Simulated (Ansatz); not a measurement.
The same path of C₅H₉NSi (16 atoms, charge 0, multiplicity 1) was run twice with different band settings. Lost on the way: C7–H14. Made: C2–H14.

Computed with UHF/STO-3G (Ansatz).

Relaxed end points:

```xyz
16
Properties=species:S:1:pos:R:3
C -0.473 -2.205 -0.923
C -0.212 -1.195 -0.344
C 0.114 0.038 0.333
C 1.058 0.919 -0.163
Si 2.032 0.668 -1.715
N -0.525 0.259 1.625
C -1.984 -0.012 1.661
H -0.705 -3.105 -1.443
H 1.229 1.811 0.426
H 2.929 1.760 -1.877
H 1.165 0.612 -2.843
H 2.780 -0.541 -1.648
H -0.364 1.240 1.897
H -2.162 -1.066 1.460
H -2.351 0.215 2.661
H -2.553 0.579 0.938
```

```xyz
16
Properties=species:S:1:pos:R:3
C -0.177 -1.786 -1.270
C -0.810 -0.996 -0.327
C -0.270 0.233 0.239
C 0.889 0.883 -0.200
Si 2.016 0.396 -1.583
N -1.070 0.869 1.265
C -1.598 0.134 2.373
H -0.511 -2.701 -1.741
H 1.129 1.796 0.329
H 3.005 1.408 -1.726
H 1.304 0.276 -2.810
H 2.667 -0.839 -1.304
H -0.651 1.755 1.566
H -1.790 -1.301 0.026
H -2.217 0.723 3.043
H -1.940 -0.874 2.166
```

Common settings: spring 5.0 eV/Å²; optimiser quadratic models (default); start path through a guess of the saddle point; force threshold 0.05 eV/Å; iteration limit 60; end points relaxed.

| run | movable images | climbing image |
| --- | --- | --- |
| 1 | 9 | yes |
| 2 | 4 | no |

**Question.** What does each run give, and how far can it be trusted?

**Answer.** Run 1: converged after 20 iterations, highest image 2.500 eV above the first end. Beside the main top the profile has a ripple of under 15 meV (maxima at images 2, 5), which may be a very shallow well or noise. Neighbouring images differ by up to 2.1 eV, so the band resolves the path poorly. A vibrational analysis at the climbing image gives one clearly imaginary mode, 2356i cm⁻¹: a first-order saddle point.
Run 2: converged after 13 iterations, highest image 1.688 eV above the first end. Neighbouring images differ by up to 1.6 eV, so the band resolves the path poorly. No image climbed, so the highest image needn't sit at the top of the path. A band with more images between the same ends climbed to 2.50 eV, so this one has probably stepped over the top.
Limits of this set-up: minimal basis.
